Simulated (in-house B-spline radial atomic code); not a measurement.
Orbital energies and mean radii along the 50-electron series, configuration [Kr] 4d10 4f2 5s2. The effective charge is n√(-2ε), a non-relativistic measure. Computed with a B-spline radial code for spherical atoms: non-relativistic Hartree-Fock, average of the configuration, point nuclei.

This level leaves out relativity, spin-orbit splitting included, which matters for heavy ions.

```csv
ion,Z,energy of 3s (Eh),mean radius of 3s (bohr),energy of 3d (Eh),mean radius of 3d (bohr),effective charge of 3s
Pr9+,59,-56.884,0.28593,-40.802,0.24741,31.999
Nd10+,60,-60.323,0.28017,-43.829,0.24175,32.952
Pm11+,61,-63.885,0.27464,-46.978,0.23635,33.911
Sm12+,62,-67.568,0.26931,-50.247,0.23118,34.874
Eu13+,63,-71.37,0.26419,-53.634,0.22624,35.842
Gd14+,64,-75.291,0.25925,-57.139,0.22149,36.813
```

(1) How does the screening of 3s change?

Results:

(1) Z less the effective charge goes from 27.00 at Z = 59 to 27.19 at Z = 64.
